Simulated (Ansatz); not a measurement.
The first iterations of a band of a periodic cell of 17 atoms, LiSi16 (host Si, host structure diamond, interstitial Li), cell charge +1.

Level of theory: Ansatz, DFT LDA, scalar-relativistic, plane waves, PAW. Settings: PAW set soft_1, cutoff 420 eV, k mesh 2x2x2, gaussian smearing 0.02 eV, no spin polarisation.

```yaml
movable_images: 3
climbing_image: yes
spring: 100.0 eV/Å²
optimiser: fire
start_path: default
force_threshold: 0.05 eV/Å
iteration_limit: 50
end_points: relaxed
```

Initial state:

```xyz
17
Lattice="0.0000 5.4300 5.4300 5.4300 0.0000 5.4300 5.4300 5.4300 0.0000" Properties=species:S:1:pos:R:3
Si 0.037 0.062 0.035
Si 1.403 1.389 1.402
Si 2.732 2.758 0.039
Si 4.086 4.139 1.420
Si 2.750 0.038 2.749
Si 4.099 1.387 4.098
Si 5.467 2.754 2.773
Si 6.833 4.121 4.100
Si 0.040 2.758 2.731
Si 1.422 4.139 4.085
Si 2.757 5.475 2.756
Si 4.091 6.808 4.089
Si 2.775 2.754 5.466
Si 4.102 4.121 6.832
Si 5.470 5.450 5.469
Si 6.852 6.804 6.850
Li 5.474 8.191 5.472
```

Final state:

```xyz
17
Lattice="0.0000 5.4300 5.4300 5.4300 0.0000 5.4300 5.4300 5.4300 0.0000" Properties=species:S:1:pos:R:3
Si 0.026 -0.027 0.025
Si 1.401 1.339 1.400
Si 2.757 2.671 0.029
Si 4.090 4.028 1.400
Si 2.782 -0.014 2.781
Si 4.123 1.306 4.122
Si 5.442 2.647 2.781
Si 6.821 4.038 4.132
Si 0.029 2.671 2.756
Si 1.401 4.028 4.089
Si 2.757 5.399 2.756
Si 4.101 6.757 4.100
Si 2.782 2.647 5.441
Si 4.133 4.038 6.820
Si 5.450 5.409 5.449
Si 6.821 6.726 6.820
Li 6.841 9.448 6.840
```

| iteration | highest image above the first end (eV) | largest band force component (eV/Å) |
| --- | --- | --- |
| 1 | 0.764 | 0.826 |
| 2 | 0.710 | 0.593 |
| 3 | 0.653 | 0.224 |
| 4 | 0.638 | 0.215 |
| 5 | 0.637 | 0.204 |
| 6 | 0.634 | 0.182 |
| 7 | 0.631 | 0.152 |
| 8 | 0.627 | 0.117 |
| 9 | 0.624 | 0.099 |

Problem. Does the band converge within its limit, and where does its top end?

Solution. It converged. It ended after 29 iterations with the highest image 0.567 eV above the first end. The order of the stationary point at the top wasn't checked. Limits of this set-up: PAW files made for another functional, charged cell in a uniform background, uncorrected.

Run time: 6.2 min on 1 thread of AMD EPYC 7R43 64-Core Processor (Zen 3), on a shared host, peak memory 0.71 GiB.
